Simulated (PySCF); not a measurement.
SMILES C(OC)(c1ccc(s1)OC)=O at its GFN2-xTB optimised geometry (Å):

```
19

C     -2.5593    -3.1802    -0.0059
O     -1.6221    -2.1164     0.0043
C     -0.3247    -2.4739    -0.0039
O      0.0558    -3.6208    -0.0110
C      0.5495    -1.3127     0.0000
C      1.9180    -1.3127     0.0000
C      2.4756    -0.0242     0.0000
C      1.5148     0.9524    -0.0007
O      1.6277     2.2911    -0.0027
C      2.9376     2.8202    -0.0065
S     -0.0916     0.3061    -0.0002
H     -2.3234    -3.9016     0.7793
H     -2.5398    -3.6928    -0.9704
H     -3.5334    -2.7293     0.1650
H      2.4917    -2.2215     0.0000
H      3.5334     0.1626     0.0002
H      2.8192     3.9016    -0.0124
H      3.4882     2.5144     0.8877
H      3.4871     2.5045    -0.8980
```

Computed with B3LYP/def2-SVP (PySCF). Cells within 0.4 Å of a nucleus heavier than hydrogen are left out (blank, or x).

Map of the Laplacian of the electron density (e/bohr⁵), clipped to [-1.50, 1.50] on the plane z = 0.0 Å:

```
|5555555555555555555555555555555|
|5555555555555555555555555555555|
|5555555555555555555555555555555|
|5555555555555555555555555555555|
|5555555555555555555555555555555|
|5555555555555555555555045555555|
|5555555555555555555555045555555|
|5555555555555555555665555555555|
|5555555555555555556654xx5555555|
|5555555555555555561xx4645555555|
|5555555555555555566x56555555555|
|5555555555555555555255555555555|
|5555555555555555559x55555555555|
|555555555555547943xx25555555555|
|55555555555553xx945425433555555|
|555555555555549x95554xx10555555|
|555555555555554335554x455555555|
|5555555555555554255513555555555|
|5555555555555554xx2xx4555555555|
|5555555555656653xx45x3555555555|
|5555555556xx3541455540455555555|
|55555545562x32xx555552455555555|
|55555511384665x3655555555555555|
|55555554xx555640565555555555555|
|555555556455562xx65555555555555|
|555555555555555x565555555555555|
|5555555555555556655555555555555|
|5555555555555555555555555555555|
|5555555555555555555555555555555|
|5555555555555555555555555555555|
|5555555555555555555555555555555|
```
Scale: ten equal steps from -1.50 (start of '0') to 1.50 (end of '9'), in the order '0123456789'; x runs from -6.00 to 6.00, y from -6.00 (bottom) to 6.00 (top).
